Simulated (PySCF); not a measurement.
Excitation energies in several basis sets

Compound: ethyl isobutanoate, C₆H₁₂O₂.
Atom-mapped SMILES: `[CH3:1][CH2:2][O:3][C:4](=[O:5])[CH:6]([CH3:7])[CH3:8]` (hydrogens: H9, H10, H11 on C1; H12, H13 on C2; H14 on C6; H15, H16, H17 on C7; H18, H19, H20 on C8)

TDDFT with PBE0 (PySCF), vertical singlets, core orbitals frozen in the response, spherical d and f functions. One conformer (not necessarily the lowest) at the PBE0-D3(BJ)/def2-SVP geometry, without solvent, vibrations or thermal averaging.

```json
{"basis": "6-31G*", "functions": "136", "diffuse": "no", "S1 (eV)": "5.90", "S2 (eV)": "8.10", "S3 (eV)": "8.39", "S4 (eV)": "8.89", "S5 (eV)": "8.97", "LUMO (eV)": "0.75", "α (au)": "68.6"}
{"basis": "6-31+G*", "functions": "168", "diffuse": "yes", "S1 (eV)": "5.88", "S2 (eV)": "7.20", "S3 (eV)": "7.66", "S4 (eV)": "7.77", "S5 (eV)": "7.80", "LUMO (eV)": "0.15", "α (au)": "76.2"}
{"basis": "def2-SVP", "functions": "172", "diffuse": "no", "S1 (eV)": "5.91", "S2 (eV)": "8.07", "S3 (eV)": "8.33", "S4 (eV)": "8.44", "S5 (eV)": "8.76", "LUMO (eV)": "0.54", "α (au)": "70.3"}
{"basis": "aug-cc-pVDZ", "functions": "292", "diffuse": "yes", "S1 (eV)": "5.84", "S2 (eV)": "6.86", "S3 (eV)": "7.28", "S4 (eV)": "7.33", "S5 (eV)": "7.48", "LUMO (eV)": "-0.15", "α (au)": "82.7"}
```

**Question.** Compare the sets with the largest diffuse one.

**Answer.** States are compared by their number. Against the largest diffuse basis here (aug-cc-pVDZ, itself not a converged limit), sets without diffuse functions differ by up to 0.07 eV in S1 and 1.49 eV in S5; the smaller diffuse sets differ by up to 0.04 and 0.32 eV. State by state, the largest deviation of a set without diffuse functions is S1 0.07, S2 1.24, S3 1.11, S4 1.55, S5 1.49 eV. The same number needn't mean the same state in each row. Against aug-cc-pVDZ the polarisability deviates by -17% in 6-31G*, -8% in 6-31+G*, -15% in def2-SVP. A single + in a Pople set puts diffuse functions on heavy atoms only.
